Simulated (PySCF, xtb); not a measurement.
N-silylprop-2-yn-1-amine (C₃H₇NSi), SMILES C#CCN[SiH3].

xtb with GFN2-xTB at its own geometry gives an orbital gap of 5.32 eV and a dipole moment of 0.74 D.

Geometry optimised at r2SCAN-D4/def2-SVP. One conformer was computed; it need not be the lowest.

### Question
What does PBE/def2-TZVP (PySCF) give? (Estimate from the structure and the level; the computed values follow.)

### Answer
gap 5.11 eV (levels -5.81 and -0.71 eV), dipole 0.83 D.
